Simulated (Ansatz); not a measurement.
`CC(S)[SiH2]F` and `CC([SiH3])[SiH2]F` differ in one atom or group.

Ansatz, PBE0-D4/def2-TZVP geometries, multiplicity 1. Each molecule was computed in one conformer, which needn't be the lowest.

```csv
property,`CC(S)[SiH2]F`
LUMO energy (PBE/def2-TZVPP) / eV,-0.83
HOMO energy (PBE0/def2-TZVPP) / eV,-7.12
LUMO energy (ωB97M-V/def2-TZVPP) / eV,1.87
size of the dipole moment (ωB97M-V/def2-TZVPP) / D,1.04
HOMO–LUMO gap (ωB97M-V/def2-TZVPP) / eV,11.20
size of the dipole moment (B3LYP/def2-TZVPP) / D,1.06
```

(1) What does the change do to each property? (Estimate.)

Answers

(1) Computed: 
| property | `CC([SiH3])[SiH2]F` | shift |
| --- | --- | --- |
| LUMO energy (PBE/def2-TZVPP) / eV | -0.90 | -0.07 |
| HOMO energy (PBE0/def2-TZVPP) / eV | -8.49 | -1.37 |
| LUMO energy (ωB97M-V/def2-TZVPP) / eV | 1.69 | -0.18 |
| size of the dipole moment (ωB97M-V/def2-TZVPP) / D | 1.18 | 0.14 |
| HOMO–LUMO gap (ωB97M-V/def2-TZVPP) / eV | 12.38 | 1.18 |
| size of the dipole moment (B3LYP/def2-TZVPP) / D | 1.20 | 0.14 |

With PBE0 the HOMO falls by 1.37 eV and the LUMO falls by 0.13 eV, so the gap widens by about 1.24 eV. PBE moves the HOMO by -1.29 eV and ωB97M-V by -1.36 eV. Dipoles are sizes alone; their direction can turn.

Positive LUMOs are unbound, so they and the gaps depend on the basis.

B3LYP here is the variant with VWN-RPA as its local correlation; programs differ in this.
